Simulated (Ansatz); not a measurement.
Harmonic frequencies (cm⁻¹) at PBE0-D4/def2-TZVP from Ansatz: 52, 77, 144, 224, 304, 354, 441, 469, 561, 639, 641, 736, 796, 827, 951, 1015, 1153, 1288, 1332, 1379, 1443, 1448, 1604, 1957, 1959, 2141, 3000, 3035, 3091, 3149.

Each molecule was computed in one conformer, which needn't be the lowest.

Q: Which molecule is it?
A. `C[SiH2][GaH2]`
B. `[SiH3][SiH]1[CH2][SbH]1`
C. `CB/N=[CH]\[GaH2]`
D. `C1C[SiH2]1`

A: C.
